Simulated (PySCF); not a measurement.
F2HOS, SMILES [OH+]=S(F)F, charge +1. Heavy atoms are numbered as in [OH+:1]=[S:2]([F:3])[F:4]. Hydrogens are named by the atom that carries them.

Geometry: B3LYP-D3(BJ)/def2-SVP. The isomer is the one that the SMILES or the coordinates give; other isomers of the formula were not compared.

These are PBE/pcSseg-2 (PySCF) values and carry that method's errors.

GIAO shieldings, no solvent; atoms alike by connectivity are averaged. δ = σ(ref) − σ: ¹⁷O against H2O (σ = 327.5 ppm); ³³S against H2S (σ = 705.0 ppm); ¹⁹F against CFCl3 (σ = 132.0 ppm); ¹H against TMS (σ = 31.47 ppm), references at their B3LYP-D3(BJ)/def2-TZVP geometries, non-relativistic.

Estimate the chemical shifts. (An estimate is asked for; the answer gives what the named calculation found.)


| nucleus | atoms | count | δ (ppm) |
|---|---|---|---|
| ¹⁷O | O1 (OH) | 1 | 221.8 |
| ³³S | S2 | 1 | 807.5 |
| ¹⁹F | F3 | 2 | 61.9 |
| ¹H | H on O1 | 1 | 9.13 |
